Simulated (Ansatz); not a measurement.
Stretching the B1–F3 bond in BF2H (SMILES FBF) (multiplicity 1 held, fragments rigid). Energies count from the point at 1.318 Å.
Geometry at that point (charge 0, multiplicity 1):
```xyz
4

B     -0.23542    -0.38536     0.08190
H     -0.84420    -1.38184     0.29368
F      0.89920    -0.13881     0.70492
F     -0.67460     0.50643    -0.78305
```

Restricted levels (R-, RO-) in cc, def2 and unpolarised 6-31G sets keep to the state of the molecule at rest. U- levels take the lowest unrestricted solution at each point, which mixes spins at long bonds. Curves can end on different states.

Correlated levels freeze the cores.

Programs: Ansatz (a program for electronic structure) with Gaussian orbitals. Each number belongs to the level named beside it.

Energies in kcal/mol.

```csv
R (Å),R-r2SCAN/cc-pVTZ,R-B3LYP/cc-pVTZ,U-MP2/cc-pVTZ,U-SCS-MP2/cc-pVTZ
1.054,64.9,65.0,66.6,66.7
1.186,11.6,11.7,12.1,12.2
1.318,0.0,0.0,0.0,0.0
1.449,7.2,7.0,7.2,7.1
1.581,22.2,21.9,22.5,22.4
1.779,48.8,48.5,50.2,50.0
1.977,74.6,74.2,77.4,77.0
2.306,110.6,110.2,144.0,142.8
2.635,137.2,137.2,168.8,166.0
3.031,159.3,160.0,177.2,173.8
3.558,176.8,179.0,180.1,176.4
4.217,187.9,192.1,180.8,177.1
```

Doubts at one or more of the structures used: a restricted determinant that unrestricted orbitals would lower (R-r2SCAN/cc-pVTZ, R-B3LYP/cc-pVTZ); a spin-contaminated determinant (U-MP2/cc-pVTZ, U-SCS-MP2/cc-pVTZ).
